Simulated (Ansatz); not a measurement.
Question: Predict a relaxed structure of AlI3, charge 0, singlet, at r2SCAN-D4/def2-SVP (Ansatz).

Answer: 
Cartesian coordinates in Å:
```
Al 0.0000 0.0000 0.0000
I -1.9971 1.0702 0.9557
I 1.4425 1.2508 -1.5499
I 0.5547 -2.3209 0.5942
```
Point group D3h (tolerance 0.1 Å). This is one stationary point.

In the def2 sets I takes a core potential; there is no spin–orbit coupling.
